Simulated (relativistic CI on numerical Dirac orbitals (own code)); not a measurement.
## Tl¹⁰⁺: sensitivity of the levels to the model

Base calculation: Dirac-Coulomb-Breit CI, KLI orbitals optimised for each configuration, model QED (radiative potential, 1s self-energy scaled to tabulated hydrogen-like ionisation energies), unscaled Slater integrals.

Configuration list (outside the closed core [Kr] 4d10): 4f14.5s2.5p6.5d3, 4f14.5s2.5p6.5d2.6s, 4f14.5s2.5p6.5d2.5f, 4f14.5s2.5p5.5d4, 4f14.5s2.5p6.5d2.6p, 4f14.5s2.5p6.5d2.5g, 4f14.5s2.5p6.5d.6s.6p, 4f14.5s2.5p6.5d.5f.6s, 4f14.5s.5p6.5d4, 4f14.5s2.5p6.5d2.6d, 4f14.5s2.5p5.5d3.5f, 4f14.5s2.5p6.5d2.7s, 4f14.5s2.5p6.5d2.7p, 4f14.5s2.5p5.5d3.5g, 4f14.5s2.5p5.5d3.6s, 4f14.5s2.5p6.5d2.6f, 4f14.5s2.5p6.5d2.7d, 4f14.5s.5p6.5d3.5f, 4f13.5s2.5p6.5d4, 4f14.5s2.5p6.5d.5g.6p, 4f14.5s2.5p6.5d2.8s, 4f14.5s2.5p6.5d2.8p, 4f14.5s2.5p6.5d.5f.5g, 4f14.5s2.5p6.5d.6s2, 4f14.5s2.5p6.5f.6s2, 4f14.5s2.5p6.6s2.6p, 4f14.5s2.5p6.5g.6s2, 4f14.5s2.5p6.5d.5f2, 4f14.5s2.5p6.5f2.6s, 4f14.5s2.5p6.5f3, 4f14.5s2.5p6.5f2.6p, 4f14.5s2.5p6.5f2.5g, 4f14.5s2.5p6.5d.6p2, 4f14.5s2.5p6.6s.6p2, 4f14.5s2.5p6.5f.6p2, 4f14.5s2.5p6.6p3, 4f14.5s2.5p6.5g.6p2, 4f14.5s2.5p6.5d.5f.6p, 4f14.5s2.5p6.5f.6s.6p, 4f14.5s2.5p6.5f.5g.6p, 4f14.5s2.5p6.5d.5g2, 4f14.5s2.5p6.5g2.6s, 4f14.5s2.5p6.5f.5g2, 4f14.5s2.5p6.5g2.6p, 4f14.5s2.5p6.5g3, 4f14.5s2.5p6.5d.5g.6s, 4f14.5s2.5p6.5f.5g.6s, 4f14.5s2.5p6.5g.6s.6p, 4f14.5p6.5d5, 4f14.5p5.5d6, 4f14.5s.5p6.5d2.6s2, 4f14.5s.5p6.5d.5f.6s2, 4f14.5s.5p6.5d.6s2.6p, 4f14.5s.5p6.5d.5g.6s2. Double excitations out of closed p, d and f shells are left out; levels of such configurations are missing from the list, as are those of other unlisted configurations, and high levels can miss mixing partners. These lack a partner that the ground configuration has and come out too high: 4f14.5s2.5p6.5d2.6d, 4f14.5s2.5p5.5d3.5f, 4f14.5s2.5p6.5d2.7s, 4f14.5s2.5p6.5d2.7p, 4f14.5s2.5p5.5d3.5g.

Variants: (1) configuration mixing switched off. Shifts of the energy above 4f14.5s2.5p6.5d3 4F_3/2, in cm⁻¹, for the lowest level and the first level of each name with at least 55 % of one term (blank where a level changes its place among those of its configuration and J or its character, or is not in the variant):

| Level | Base | Δ(1) |
| --- | --- | --- |
| 4f14.5s2.5p6.5d3 4F_3/2 | 0 | 0 |
| 4f14.5s2.5p6.5d3 4F_5/2 | 16413 | -92 |
| 4f14.5s2.5p6.5d3 4F_7/2 | 26272 | +198 |
| 4f14.5s2.5p6.5d3 4P_1/2 | 32340 | +807 |
| 4f14.5s2.5p6.5d3 2G_7/2 | 47357 | +652 |
| 4f14.5s2.5p6.5d3 4P_5/2 | 49128 | +971 |
| 4f14.5s2.5p6.5d3 2P_1/2 | 60052 | +801 |
| 4f14.5s2.5p6.5d3 2H_11/2 | 62905 | +1158 |
| 4f14.5s2.5p6.5d3 2D_5/2 | 67849 | +1761 |
| 4f14.5s2.5p6.5d3 2F_5/2 | 72281 | +1868 |
| 4f14.5s2.5p6.5d3 2F_7/2 | 75615 | +1993 |
| 4f14.5s2.5p6.5d3 2P_3/2 | 84592 | +328 |
| 4f14.5s2.5p6.5d2.6s 4F_3/2 | 328846 | -12501 |
| 4f14.5s2.5p6.5d2.6s 4F_5/2 | 333199 | -11878 |

At this charge energies of transitions that change n are usually good to better than 1 %, and those within a shell (Δn = 0) to a few per cent. Terms inside the open d or f shell come out 10 to 20 % too wide with unscaled integrals. Levels and lines within the n = 5 or 6 shells can be off by up to 10 % or somewhat more, and those that change n by about 2 %, since core polarisation is missing.

Ionisation energy from the two ground configurations alone: base 176.903 eV. The NIST ASD value (theoretical) is 177 eV.

LS names give the leading component of a level, which can be under half, so a name can repeat, a term be missing and a line seem to break the LS rules.
